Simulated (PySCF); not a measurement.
PySCF input file for germanium monoxide (GeO), SMILES [O]=[Ge] (connectivity only; charge and spin as stated), neutral, multiplicity 1, TDDFT-M06-2X/def2-TZVPD. Geometry optimised at B3LYP-D3(BJ)/def2-TZVPD.

```python
import numpy as np
from pyscf import gto, scf, dft, tdscf

mol = gto.M(
    atom='''
    Ge    0.00000000    0.00000000   -0.32657154
    O     0.00000000    0.00000000    1.30628616
    ''',
    basis='def2-TZVPD',
    charge=0,
    spin=0,
    symmetry=True,
    symmetry_subgroup='C2v',
    max_memory=1600,
    verbose=4,
)
mf = dft.RKS(mol, xc='m06-2x').density_fit(auxbasis='def2-universal-jkfit')
mf.grids.level = 4
mf.conv_tol = 1e-9
mf.max_cycle = 100
mf.kernel()
mf.grids = dft.Grids(mol).set(level=2).build(with_non0tab=True)  # coarser grid for the response kernel
td = tdscf.TDDFT(mf)
td.singlet = True
td.nstates = 10
td.conv_tol = 1e-4
td.positive_eig_threshold = 1e-6
td.kernel(x0=td.get_init_guess(mf, 15))
td.analyze()
tt = tdscf.TDA(mf)
tt.singlet = False
tt.nstates = 4
tt.conv_tol = 1e-4
tt.positive_eig_threshold = 1e-6
tt.kernel(x0=tt.get_init_guess(mf, 9))
tt.analyze(verbose=3)
```

Program output:

```
PySCF version 2.14.0

[INPUT] verbose = 4
[INPUT] num. atoms = 2
[INPUT] num. electrons = 40
[INPUT] charge = 0
[INPUT] spin (= nelec alpha-beta = 2S) = 0
[INPUT] symmetry True subgroup C2v
[INPUT] Mole.unit = angstrom
[INPUT] Symbol           X                Y                Z      unit          X                Y                Z       unit  Magmom
[INPUT]  1 Ge     0.000000000000   0.000000000000  -0.326571540000 AA    0.000000000000   0.000000000000  -0.617130770677 Bohr   0.0
[INPUT]  2 O      0.000000000000   0.000000000000   1.306286160000 AA    0.000000000000   0.000000000000   2.468523082710 Bohr   0.0

nuclear repulsion = 82.964587787117
point group symmetry = Coov, use subgroup C2v
symmetry origin: [0. 0. 0.]
symmetry axis x: [1. 0. 0.]
symmetry axis y: [0. 1. 0.]
symmetry axis z: [0. 0. 1.]
num. orbitals of irrep A1 = 42
num. orbitals of irrep A2 = 10
num. orbitals of irrep B1 = 21
num. orbitals of irrep B2 = 21
number of shells = 32
number of NR pGTOs = 161
number of NR cGTOs = 94
basis = def2-TZVPD
ecp = {}


[settings echo left out]
init E= -2151.51663899311
HOMO (A1) = -0.326702698334209  LUMO (B1) = -0.0714741430753563  gap/eV = 6.94512
cycle= 1 E= -2151.99872611234  delta_E= -0.482  |g|= 1.05  |ddm|= 1.35
HOMO (A1) = -0.154166110230257  LUMO (B2) = -0.008231608330866  gap/eV = 3.97108
cycle= 2 E= -2149.94146520147  delta_E= 2.06  |g|= 2.96  |ddm|= 2.14
HOMO (A1) = -0.362994831673959  LUMO (B2) = -0.0610550960925815  gap/eV = 8.21620
cycle= 3 E= -2152.22523456388  delta_E= -2.28  |g|= 0.204  |ddm|= 1.72
HOMO (A1) = -0.351508348640238  LUMO (B1) = -0.0472717125235365  gap/eV = 8.27870
cycle= 4 E= -2152.23301065507  delta_E= -0.00778  |g|= 0.125  |ddm|= 0.199
HOMO (A1) = -0.359655502966  LUMO (B2) = -0.0473590860847146  gap/eV = 8.49802
cycle= 5 E= -2152.23455315706  delta_E= -0.00154  |g|= 0.019  |ddm|= 0.0574
HOMO (A1) = -0.359853302291768  LUMO (B2) = -0.0461230941852779  gap/eV = 8.53703
cycle= 6 E= -2152.23462289823  delta_E= -6.97e-05  |g|= 0.00661  |ddm|= 0.0183
HOMO (A1) = -0.360077588528817  LUMO (B2) = -0.0460334548183221  gap/eV = 8.54558
cycle= 7 E= -2152.23463227766  delta_E= -9.38e-06  |g|= 0.00138  |ddm|= 0.00537
HOMO (A1) = -0.360192357138409  LUMO (B2) = -0.0460931934313207  gap/eV = 8.54707
cycle= 8 E= -2152.23463268509  delta_E= -4.07e-07  |g|= 0.000205  |ddm|= 0.00114
HOMO (A1) = -0.360186429418768  LUMO (B2) = -0.0460779241134199  gap/eV = 8.54733
cycle= 9 E= -2152.23463269622  delta_E= -1.11e-08  |g|= 2.04e-05  |ddm|= 0.00021
HOMO (A1) = -0.36018746862198  LUMO (B1) = -0.0460802444600246  gap/eV = 8.54729
cycle= 10 E= -2152.23463269631  delta_E= -9.19e-11  |g|= 3.34e-06  |ddm|= 3.03e-05
HOMO (A1) = -0.360186730627944  LUMO (B1) = -0.0460801365823871  gap/eV = 8.54728
Extra cycle  E= -2152.23463269631  delta_E= 2.73e-12  |g|= 5.56e-06  |ddm|= 7.26e-06
converged SCF energy = -2152.23463269631
tot grids = 24248
Overwritten attributes  positive_eig_threshold  of <class 'pyscf.tdscf.rks.TDDFT'>


******** <class 'pyscf.tdscf.rks.TDDFT'> for <class 'pyscf.df.df_jk.DFSymAdaptedRKS'> ********
nstates = 10 singlet
deg_eia_thresh = 1.000e-03
wfnsym = None
conv_tol = 0.0001
eigh lindep = 1e-12
eigh level_shift = 0
eigh max_cycle = 100


Excitation energies (eV)
[4.53868004 4.80880673 4.80880673 4.98952422 4.98979991 6.94549209
 8.08417436 8.08417436 8.41961016 8.8326082 ]

** Singlet excitation energies and oscillator strengths **
Excited State   1:   A2      4.53868 eV    273.17 nm  f=0.0000
      18 -> 22       -0.49341
      19 -> 21        0.49341
Excited State   2:   B1      4.80881 eV    257.83 nm  f=0.0511
      17 -> 21        0.10044
      20 -> 21       -0.69222
Excited State   3:   B2      4.80881 eV    257.83 nm  f=0.0511
      17 -> 22       -0.10044
      20 -> 22        0.69222
Excited State   4:   A2      4.98952 eV    248.49 nm  f=0.0000
      18 -> 22        0.49389
      19 -> 21        0.49389
Excited State   5:   A1      4.98980 eV    248.48 nm  f=0.0000
      18 -> 21       -0.49389
      19 -> 22        0.49389
Excited State   6:   A1      6.94549 eV    178.51 nm  f=0.0271
      18 -> 21        0.42851
      19 -> 22        0.42851
      20 -> 23        0.10606
      20 -> 24        0.31343
      20 -> 32        0.12085
Excited State   7:   B2      8.08417 eV    153.37 nm  f=0.0475
      17 -> 22       -0.11520
      19 -> 23        0.45047
      19 -> 24        0.50098
      19 -> 32        0.17364
Excited State   8:   B1      8.08417 eV    153.37 nm  f=0.0475
      17 -> 21       -0.11520
      18 -> 23        0.45047
      18 -> 24        0.50098
      18 -> 32        0.17364
Excited State   9:   A1      8.41961 eV    147.26 nm  f=0.0398
      20 -> 23        0.68660
Excited State  10:   A1      8.83261 eV    140.37 nm  f=0.8272
      18 -> 21       -0.20195
      19 -> 22       -0.20195
      20 -> 24        0.61232

** Transition electric dipole moments (AU) **
state          X           Y           Z        Dip. S.      Osc.
  1        -0.0000     -0.0000     -0.0000      0.0000      0.0000
  2        -0.6586     -0.0000     -0.0000      0.4338      0.0511
  3         0.0000      0.6586      0.0000      0.4338      0.0511
  4         0.0000      0.0000      0.0000      0.0000      0.0000
  5        -0.0000      0.0000      0.0000      0.0000      0.0000
  6         0.0000      0.0000     -0.3992      0.1594      0.0271
  7         0.0000      0.4897      0.0000      0.2399      0.0475
  8         0.4897      0.0000      0.0000      0.2398      0.0475
  9         0.0000     -0.0000      0.4395      0.1931      0.0398
 10        -0.0000      0.0000      1.9552      3.8227      0.8272

** Transition velocity dipole moments (imaginary part, AU) **
state          X           Y           Z        Dip. S.      Osc.
  1         0.0000     -0.0000      0.0000      0.0000      0.0000
  2        -0.1203     -0.0000      0.0000      0.0145      0.0546
  3         0.0000      0.1203      0.0000      0.0145      0.0546
  4         0.0000     -0.0000      0.0000      0.0000      0.0000
  5        -0.0000     -0.0000      0.0000      0.0000      0.0000
  6         0.0000      0.0000     -0.1062      0.0113      0.0294
  7         0.0000      0.1516      0.0000      0.0230      0.0516
  8         0.1516      0.0000     -0.0000      0.0230      0.0516
  9        -0.0000     -0.0000      0.1415      0.0200      0.0431
 10         0.0000      0.0000      0.6581      0.4331      0.8894

** Transition magnetic dipole moments (imaginary part, AU) **
state          X           Y           Z
  1         0.0000     -0.0000     -0.0000
  2         0.0000     -1.4020      0.0000
  3        -1.4020     -0.0000      0.0000
  4        -0.0000     -0.0000      0.0000
  5        -0.0000      0.0000      0.0000
  6         0.0000      0.0000      0.0000
  7         0.0681     -0.0000     -0.0000
  8         0.0000     -0.0681     -0.0000
  9        -0.0000     -0.0000      0.0000
 10         0.0000     -0.0000      0.0000
Overwritten attributes  positive_eig_threshold  of <class 'pyscf.tdscf.rks.TDA'>


******** <class 'pyscf.tdscf.rks.TDA'> for <class 'pyscf.df.df_jk.DFSymAdaptedRKS'> ********
nstates = 4 triplet
deg_eia_thresh = 1.000e-03
wfnsym = None
conv_tol = 0.0001
eigh lindep = 1e-12
eigh level_shift = 0
eigh max_cycle = 100


Excitation energies (eV)
[3.69730489 3.69730489 3.91295794 4.32930705]

** Triplet excitation energies and oscillator strengths **
Excited State   1:   B2      3.69730 eV    335.34 nm  f=0.0000
Excited State   2:   B1      3.69730 eV    335.34 nm  f=0.0000
Excited State   3:   A1      3.91296 eV    316.86 nm  f=0.0000
Excited State   4:   A2      4.32931 eV    286.38 nm  f=0.0000
```

The run converged.

Cost: around 70 core-seconds (rough).
